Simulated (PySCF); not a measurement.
## A PySCF run on FeSe

State: ⁵Δ (quintet), unpaired electrons σ ↑, π ↑↑, δ ↑.

An equivalent input (the run itself took its basis sets from the Basis Set Exchange, started from a PBE0 density and held the occupation σ 14α 13β, πx 7α 6β, πy 7α 6β, δx 2α 1β, δy 2α 2β):

```python
from pyscf import gto, scf
mol = gto.M(atom='Fe 0 0 0; Se 0 0 2.153', basis={'Fe': 'def2-TZVPP', 'Se': 'def2-TZVPP'},
            charge=0, spin=4, verbose=4, symmetry='C2v')
mf = scf.ROHF(mol)
mf.irrep_nelec = {'A1': (16, 14), 'A2': (2, 2), 'B1': (7, 6), 'B2': (7, 6)}
mf.conv_tol = 1e-9
mf.max_cycle = 60
mf.diis_space = 10
mf.kernel()
```

The log (some set-up lines and the per-cycle HOMO/LUMO lines removed):

```
******** <class 'pyscf.scf.hf_symm.SymAdaptedROHF'> ********
method = SymAdaptedROHF
damping factor = 0
level_shift factor = 0
DIIS = <class 'pyscf.scf.diis.CDIIS'>
diis_start_cycle = 1
diis_space = 10
diis_damp = 0
SCF conv_tol = 1e-09
SCF conv_tol_grad = None
SCF max_cycles = 60
num. doubly occ = 28  num. singly occ = 4
Set gradient conv threshold to 3.16228e-05
init E= -3662.19870177978
cycle= 1 E= -3662.21693961593  delta_E= -0.0182  |g|= 0.373  |ddm|= 0.567
cycle= 2 E= -3659.65311902046  delta_E= 2.56  |g|= 3.62  |ddm|= 1.38
cycle= 3 E= -3657.66712959727  delta_E= 1.99  |g|= 3.45  |ddm|= 21.1
cycle= 4 E= -3662.06856609822  delta_E= -4.4  |g|= 0.72  |ddm|=   21
cycle= 5 E= -3662.2355667086  delta_E= -0.167  |g|= 0.111  |ddm|= 0.334
cycle= 6 E= -3662.24222137833  delta_E= -0.00665  |g|= 0.165  |ddm|= 0.337
cycle= 7 E= -3662.25506089275  delta_E= -0.0128  |g|= 0.0789  |ddm|= 0.14
cycle= 8 E= -3662.25638514872  delta_E= -0.00132  |g|= 0.0422  |ddm|= 0.0595
cycle= 9 E= -3662.25100018439  delta_E= 0.00538  |g|= 0.0812  |ddm|= 0.0955
cycle= 10 E= -3662.25706377995  delta_E= -0.00606  |g|= 0.0221  |ddm|= 0.0916
cycle= 11 E= -3662.25720020494  delta_E= -0.000136  |g|= 0.0103  |ddm|= 0.0143
cycle= 12 E= -3662.25727184797  delta_E= -7.16e-05  |g|= 0.00201  |ddm|= 0.00999
cycle= 13 E= -3662.25726734521  delta_E= 4.5e-06  |g|= 0.00326  |ddm|= 0.00586
cycle= 14 E= -3662.25727505061  delta_E= -7.71e-06  |g|= 0.000808  |ddm|= 0.00423
cycle= 15 E= -3662.25727517852  delta_E= -1.28e-07  |g|= 0.00035  |ddm|= 0.00123
cycle= 16 E= -3662.25727530793  delta_E= -1.29e-07  |g|= 0.000229  |ddm|= 0.000372
cycle= 17 E= -3662.2572753581  delta_E= -5.02e-08  |g|= 0.000141  |ddm|= 0.000233
cycle= 18 E= -3662.25727537947  delta_E= -2.14e-08  |g|= 2.04e-05  |ddm|= 0.000182
cycle= 19 E= -3662.25727537954  delta_E= -6.55e-11  |g|= 1.77e-05  |ddm|= 7.02e-05
Extra cycle  E= -3662.25727537511  delta_E= 4.43e-09  |g|= 8.89e-05  |ddm|= 0.000115
converged SCF energy = -3662.25727537511
```

Repeating this along the bond gives Re = 2.279 Å and ωe = 340 cm⁻¹.

A point of this curve took 3.3 CPU seconds beside 1.7 for the integrals, on Arm Neoverse V1 (shared host).

Spin–orbit coupling is left out. UHF is strongly spin-contaminated for FeSe, so the ROHF reference used there is far from stable. With d or f electrons several states lie close, and the lowest PBE0 determinant need not be the measured ground state.
